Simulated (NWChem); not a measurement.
A series in which one site is exchanged, each optimised at B3LYP/6-31G* with NWChem, gas phase unless a solvent is named. Pople sets run with spherical d functions. This build's default masses of Se (78.918 u) and Br (79.917 u) are each other's, which moves their modes by up to 0.6 %.

A: ClC=C=CF (C3H2ClF; site = Cl)
B: C(=CF)=CF (C3H2F2; site = F)
C: C=C=CF (C3H3F; site = H)
D: FC=C=CBr (C3H2BrF; site = Br)

### Question
Rank them by vertical ionisation energy, ΔSCF, CAM-B3LYP/def2-SVP (eV), lowest first.

### Answer
C (9.90), D (10.12), A (10.26), B (10.56)
